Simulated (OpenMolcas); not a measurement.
Co7+: effect of the IPEA shift

```
Program             : OpenMolcas
Basis               : ANO-RCC-VTZP [6s5p3d2f1g]
Scalar Hamiltonian  : DKH2, point nucleus
Active space        : 2 electrons in 5 orbitals (3d)
State averaging     : 2S+1 = 3 even, 10 roots; 2S+1 = 1 even, 15 roots
Spin-orbit coupling : RASSI with atomic mean-field integrals over the reference wave functions, term energies averaged over their components
```

Methods on the same reference wave functions:
A. CASSCF
B. SS-CASPT2, IPEA 0 Eh, imaginary shift 0.1 Eh (closed shells correlated: 3s 3p)
C. SS-CASPT2, IPEA 0.25 Eh, imaginary shift 0.1 Eh (closed shells correlated: 3s 3p)

Energies in eV above 3d² ³F₂, the measured ground level; measured values from Sugar and Corliss, J. Phys. Chem. Ref. Data 10, 1097 (1981).

```json
{"Level": "3d² ³F₂", "A": "0.0000", "B": "0.0000", "C": "0.0000", "Measured": "0.0000"}
{"Level": "3d² ³F₃", "A": "0.1697", "B": "0.1714", "C": "0.1714", "Measured": "0.1773"}
{"Level": "3d² ³F₄", "A": "0.3807", "B": "0.382", "C": "0.382", "Measured": "0.3898"}
{"Level": "3d² ¹D₂", "A": "2.8673", "B": "2.430", "C": "2.438", "Measured": "2.4331"}
{"Level": "3d² ³P₀", "A": "3.2836", "B": "2.808", "C": "2.840", "Measured": "2.7653"}
{"Level": "3d² ³P₁", "A": "3.3465", "B": "2.871", "C": "2.904", "Measured": "2.8317"}
{"Level": "3d² ³P₂", "A": "3.4939", "B": "3.022", "C": "3.052", "Measured": "2.9824"}
{"Level": "3d² ¹G₄", "A": "4.3770", "B": "4.074", "C": "4.075", "Measured": "4.0121"}
{"Level": "3d² ¹S₀", "A": "10.5144", "B": "9.541", "C": "9.538", "Measured": "9.2055"}
```

Deviations, from unrounded energies. A percentage is the sum of absolute deviations over the sum of measured energies, with the sign that they share, or ± where signs differ.

| Against measurement | Levels | A | B | C |
| --- | --- | --- | --- | --- |
| mean absolute deviation (cm-1) | 8 | 3700 | 540 | 640 |
| fine structure of the ground term (%) | 2 | -2.9 | -2.4 | -2.4 |
| other terms of the ground configuration (%) | 6 | +15.1 | ±2.2 | +2.5 |

B lies closest to measurement on these levels and A furthest from it. The largest miss of B in the table is 3d² ¹S₀, by +2700 cm-1. The ranking rests on the paired levels alone, and a cruder setting can come out closer through cancelling errors.

Between B and C the level of the table that moves most is 3d² ³P₁, by 260 cm-1 (lowest in B, highest in C). Moves below CASPT2's spread within the term are not significant.

The mean deviations of B to C differ by less than CASPT2's widest spread within a term (950 cm-1), so their order carries little weight.

From A to B the spin-free energies of the other terms of 3d² shown, above ³F, scale by factors of 0.84 to 0.93, as is usual when dynamic correlation screens the repulsion within a d or f shell.

The lowest spin-free term lies below A's lowest term by 0.264 hartree in B, 0.261 hartree in C.

CASPT2 breaks the degeneracy within a term, and the mean is taken; among the terms shown or strongly mixed into the levels shown the widest spread is 950 cm-1 (3d² ³F, B). Without dynamic correlation excited terms often stand tens of per cent too high (terms of higher spin than the ground term too low), and those without a measured partner can miss by more than the paired ones (holds for A). Computed and measured levels are paired by configuration, term and J; levels that our copy of the source lacks, or whose pairing is in doubt (as where it misses far off the trend of its configuration), stay unpaired and out of the deviations. Levels of configurations outside the active space are missing.
